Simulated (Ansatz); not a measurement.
`C[Se][BH][AlH2]` + PH₃ → `C[Se]P` + `[BH2][AlH2]`  (ligand exchange at the Se–B bond)

Computed with Ansatz on PBE0-D4/def2-TZVP structures; ΔE is electronic, products minus reactants. CBS: MP2 limit from def2 TZ/QZ plus the TZ coupled-cluster correction, frozen cores. This one scheme is used for every species. Functionals use def2-TZVPP. B3LYP here is the variant with VWN-RPA as its local correlation; programs differ in this. For Se outer-core shells are correlated without core-valence functions, which leaves a few kJ/mol of doubt a bond. Scalar relativity is left out up to krypton. Each species was taken in one conformer, which may not be the lowest.

`C[Se][BH][AlH2]`:

Cartesian coordinates in Å:
```
C -0.408 1.681 -0.161
Se 0.873 0.874 -1.398
B 0.974 -0.921 -0.820
Al -0.124 -1.686 0.808
H -0.514 2.732 -0.425
H -1.375 1.188 -0.260
H -0.033 1.604 0.859
H 1.739 -1.542 -1.504
H -1.581 -2.301 0.609
H 0.449 -1.630 2.294
```

PH₃:

Z-matrix (Å, degrees):
```
P
H 1 1.420
H 1 1.420 2 93.1
H 1 1.420 2 93.1 3 93.3
```

`C[Se]P`:

```xyz
8

C     0.739   -1.219   -0.309
Se   -0.181    0.318   -1.084
P    -0.775    1.280    0.865
H     0.045   -1.821    0.273
H     1.573   -0.890    0.306
H     1.112   -1.802   -1.151
H    -0.377    2.606    0.550
H    -2.137    1.528    0.550
```

`[BH2][AlH2]`:

Cartesian coordinates in Å:
```
B 0.726 -0.841 -0.072
Al -0.653 0.756 0.065
H 0.815 -1.699 0.763
H 1.488 -0.968 -0.991
H -2.118 0.630 -0.549
H -0.258 2.122 0.784
```

| level | ΔE (kcal/mol) | difference from CCSD(T)/CBS |
| --- | --- | --- |
| PBE-D4 | 24.1 | 1.0 |
| B3LYP-D4 | 21.8 | -1.3 |
| ωB97X-V | 21.6 | -1.5 |
| ωB97M-V | 22.1 | -1.0 |
| PBE | 23.7 | 0.6 |
| r2SCAN | 23.8 | 0.7 |
| PBE0 | 22.7 | -0.4 |
| HF/def2-TZVPP | 17.4 | -5.7 |
| MP2/def2-TZVPP | 24.2 | 1.1 |
| SCS-MP2/def2-TZVPP | 22.6 | -0.5 |
| CCSD(T)/def2-TZVPP | 24.3 | 1.2 |
| HF/def2-QZVPP | 17.1 | -6.0 |
| MP2/def2-QZVPP | 23.4 | 0.3 |
| SCS-MP2/def2-QZVPP | 21.9 | -1.2 |
| HF/CBS(def2) | 17.0 | -6.1 |
| CCSD/CBS(def2) | 21.9 | -1.2 |
| CCSD(T)/CBS | 23.1 | 0 |

Largest T1 diagnostic among the species: 0.014.

In def2-TZVPP, CCSD(T) changes the Hartree–Fock value by +6.9 kcal/mol (the triples alone add +1.2 kcal/mol) and MP2 by +6.8 kcal/mol. From PBE to PBE0 (25 % exact exchange), in def2-TZVPP and without D4, ΔE moves by −1.0 kcal/mol.
